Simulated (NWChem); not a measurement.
System: C$_{2}$H$_{2}$F, doublet; SMILES F[C]=C

Program: NWChem. Pople sets run with spherical d functions. Spin-unrestricted. In the optimisation the excess spin sits in a' (Cs, its own frame). No stability test was run on the SCF state. Each level has its own optimisation; frequencies are unscaled.

Order these runs by computing time, cheapest first, and give rough ratios: PBE0/6-311++G**; PBE0/6-31G*; PBE0/STO-3G.

PBE0/STO-3G (1), PBE0/6-31G* (3), PBE0/6-311++G** (10). Ratios are rough, from one shared machine; the cheapest took around 18 core-seconds (rough). What differs between the cheapest and the dearest: r C–C (Å) 1.330 → 1.312; r C–F (Å) 1.338 → 1.306; highest harmonic frequency (cm⁻¹) 3580 → 3270; lowest (cm⁻¹) 446 → 463.
